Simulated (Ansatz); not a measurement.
Diatomic AlH-, multiplicity 4 (an upper state: multiplicity 2 came lower at CCSD(T)/def2-TZVPP on PBE0 minima).

The constants come from a fifth-degree fit in 1/R (seven points, main isotopes). In def2 and cc sets the state is the lowest found near the PBE0 minimum, followed along R.

Frozen-core correlation.

Codes used: Ansatz (an electronic-structure program) with Gaussian orbitals. Values without a source in brackets are computed.

What bond length and harmonic frequency does PBE0/def2-TZVPP give?

r_e = 1.616 Å, ω_e = 1736 cm⁻¹.

What bond length and harmonic frequency does CCSD/def2-TZVPP give?

r_e = 1.612 Å, ω_e = 1763 cm⁻¹.

What bond length and harmonic frequency does CCSD(T)/def2-TZVPP give?

r_e = 1.615 Å, ω_e = 1748 cm⁻¹.
